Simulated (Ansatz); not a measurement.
Reaction (formal exchange of groups at the Si–F bond): `CO[Si]F` + `CC(O)F` → `CO[Si]C` + `OC(F)F`

Program: Ansatz. Geometries: PBE0-D4/def2-TZVP. ΔE: electronic, gas phase. CCSD(T)/CBS is the MP2 limit (def2-TZVPP, def2-QZVPP) plus CCSD(T) − MP2 in def2-TZVPP, frozen cores. Functionals use def2-TZVPP. B3LYP here is the variant with VWN-RPA as its local correlation; programs differ in this. Each species was taken in one conformer, which may not be the lowest.

`CO[Si]F`:

```xyz
7

C     0.234   -0.762    0.201
O    -0.464    0.342    0.747
Si   -0.834    1.815    0.162
F    -0.180    1.775   -1.322
H     0.585   -0.552   -0.811
H     1.089   -0.991    0.841
H    -0.431   -1.627    0.183
```

`CC(O)F`:

Z-matrix (Å, degrees):
```
C
C 1 1.500
H 1 1.091 2 109.3
H 1 1.091 2 110.0 3 119.6
H 1 1.090 2 110.0 3 -120.1
O 2 1.377 1 109.2 3 -56.3
F 2 1.391 1 109.1 3 63.2
H 2 1.098 1 112.4 3 179.2
H 6 0.962 2 108.9 1 -174.9
```

`CO[Si]C`:

Cartesian coordinates in Å:
```
C 0.539 -1.436 -0.287
O 1.218 -0.550 0.570
Si 0.932 0.991 1.074
C -0.695 1.438 0.183
H 0.269 -2.337 0.269
H -0.369 -0.994 -0.707
H 1.203 -1.723 -1.105
H -1.514 0.766 0.465
H -0.591 1.389 -0.908
H -0.992 2.457 0.445
```

`OC(F)F`:

Z-matrix (Å, degrees):
```
C
F 1 1.355
F 1 1.355 2 105.7
O 1 1.346 2 111.4 3 -121.2
H 1 1.091 2 109.4 3 117.7
H 4 0.966 1 108.8 2 58.9
```

(1) Is it downhill or uphill in electronic energy at CCSD(T)/CBS, and by how much? (Estimate.)

(2) What do these levels give: PBE-D4, BLYP-D4, r2SCAN-D4, PBE0-D4, B3LYP-D4, BHLYP-D4, ωB97X-V, B2PLYP, PBE, r2SCAN, MP2/def2-SVP, SCS-MP2/def2-TZVPP? (Estimate.)

(3) What do rigid-rotor, harmonic-oscillator terms from PBE0-D4/def2-TZVP frequencies (298.15 K, 1 bar) make of the CCSD(T)/CBS value? (Best estimate.)

Largest T1 diagnostic among the species: 0.014.

Answers

(1) Ansatz gave: Uphill: ΔE = +205.3 kJ/mol.

(2) The calculation gave: PBE-D4 187.3, BLYP-D4 198.1, r2SCAN-D4 194.0, PBE0-D4 189.2, B3LYP-D4 199.7, BHLYP-D4 202.4, ωB97X-V 197.9, B2PLYP 204.5, PBE 189.2, r2SCAN 194.5, MP2/def2-SVP 186.3, SCS-MP2/def2-TZVPP 205.9 kJ/mol.

(3) Computed: ΔZPE = -6.5 kJ/mol, ΔH = +199.7 kJ/mol, ΔS = 10 J/(mol·K), ΔG = +196.8 kJ/mol.

From BLYP to BHLYP (50 % exact exchange), in def2-TZVPP and without D4, ΔE moves by +3.4 kJ/mol. At CCSD(T), def2-SVP lies −24.8 kJ/mol from the extrapolated value and def2-TZVPP −7.4 kJ/mol. Leaving LDA and LC-ωPBE aside and taking each functional with its dispersion term where it has one, the values, not all of them listed here, spread over 19.7 kJ/mol, from revPBE-D4 to B2PLYP. LDA lies −3.2 kJ/mol from PBE without D4.
